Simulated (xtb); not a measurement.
Input for xtb: GFN2-xTB on FHOSe (SMILES O[Se]F), a point of a bond scan (R = 1.948 Å).

```
$ xtb mol.xyz --gfn 2 --sp --chrg 0 --uhf 0
4

Se     0.08590456     0.00792344     0.39476160
F     -0.02139527     1.46944412    -0.88858121
O     -0.20677654    -1.35411437    -0.70776950
H     -1.16177610    -1.46568956    -0.81251515
```

Question: What total energy does the run end on?

Answer: -12.4754 hartree.
